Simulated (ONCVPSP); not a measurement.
**Scattering properties, ONCV potential for antimony**

```json
{"Element": "antimony", "Generator": "ONCVPSP 4.0.1", "Type": "optimised norm-conserving Vanderbilt (ONCV)", "Functional": "PBE", "Relativity": "scalar-relativistic", "Frozen core": "[Ar] 3d10", "Valence charge": "23", "Reference configuration": "4s2 4p6 4d10 5s1.5 5p3.5", "Partial waves": "4s+5s: rc 1.35 bohr, ncon 4, nbas 9, qcut 11.4 1/bohr, 2 projectors; 4p+5p: rc 1.55 bohr, ncon 4, nbas 8, qcut 10.2 1/bohr, 2 projectors; 4d: rc 1.35 bohr, ncon 4, nbas 8, qcut 9.3 1/bohr, local", "Local potential": "the d channel", "Core correction": "none"}
```

The phase is arctan(r·R′/R) of the radial function R(r), unwrapped; energies in Ha, scanned from -7 to 5 Ha. A pole is an energy at which the radial function vanishes at the test radius. The pseudo phase is shifted by a multiple of π to meet the all-electron one at the reference energy, and phase errors are pseudo minus all-electron; the curves can meet again beyond the range given. Levels narrower than the energy grid can be missing from the lists of poles.

```tsv
channel	radius (bohr)	reference energy (Ha)	poles, all-electron	poles, pseudo	unbroken range about the reference energy with phases within 0.05 rad	phase error 1 Ha above the reference energy (rad)
s	1.37	-0.49	-5.03	-5.02	the whole range	+0.003
p	1.58	-0.19	-3.50	-3.50	the whole range	+0.002
d	1.37	-1.26	-0.03	-0.01	below 2.7	+0.003
```

Phases in the p channel:

| E (Ha) | all-electron | pseudo |
| --- | --- | --- |
| -6.96 | 1.319 | 1.320 |
| -6.64 | 1.307 | 1.307 |
| -6.32 | 1.291 | 1.291 |
| -6.00 | 1.272 | 1.272 |
| -5.68 | 1.246 | 1.247 |
| -5.36 | 1.211 | 1.212 |
| -5.04 | 1.157 | 1.157 |
| -4.72 | 1.056 | 1.057 |
| -4.40 | 0.792 | 0.793 |
| -4.08 | -0.382 | -0.381 |
| -3.76 | -1.369 | -1.369 |
| -3.44 | -1.599 | -1.599 |
| -3.12 | -1.698 | -1.698 |
| -2.80 | -1.761 | -1.760 |
| -2.48 | -1.810 | -1.810 |
| -2.16 | -1.856 | -1.855 |
| -1.84 | -1.903 | -1.902 |
| -1.52 | -1.955 | -1.955 |
| -1.20 | -2.018 | -2.018 |
| -0.88 | -2.098 | -2.097 |
| -0.56 | -2.204 | -2.204 |
| -0.24 | -2.354 | -2.354 |
| 0.08 | -2.574 | -2.574 |
| 0.40 | -2.888 | -2.887 |
| 0.72 | -3.279 | -3.277 |
| 1.04 | -3.653 | -3.650 |
| 1.36 | -3.935 | -3.931 |
| 1.68 | -4.128 | -4.124 |
| 2.00 | -4.260 | -4.255 |
| 2.32 | -4.354 | -4.349 |
| 2.64 | -4.423 | -4.418 |
| 2.96 | -4.476 | -4.471 |
| 3.28 | -4.519 | -4.513 |
| 3.60 | -4.553 | -4.547 |
| 3.92 | -4.582 | -4.576 |
| 4.24 | -4.607 | -4.600 |
| 4.56 | -4.629 | -4.621 |
| 4.88 | -4.648 | -4.640 |
